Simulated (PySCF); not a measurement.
Cartesian coordinates (Å):
SMILES: N[SiH2]N
```xyz
9

N     -1.4150    -0.4547    -0.3060
Si    -0.0694     0.5664    -0.0141
N      1.4810    -0.0843     0.3195
H     -1.5529    -0.9182    -1.1882
H     -1.9041    -0.9206     0.4395
H     -0.4285     1.3597     1.1792
H      0.0950     1.3632    -1.2472
H      1.7213    -0.4569     1.2225
H      2.0726    -0.4546    -0.4052
```
Charge 0, multiplicity 1.

Q: Estimate the HOMO, dipole moment and HOMO–LUMO gap that PBE-D3(BJ)/def2-TZVP // CAM-B3LYP-D3(BJ)/def2-TZVP in PySCF returns for this input.

A: 
```
Property         Result
-------------  --------
HOMO           -5.55 eV
dipole moment    2.10 D
HOMO–LUMO gap   5.52 eV
```
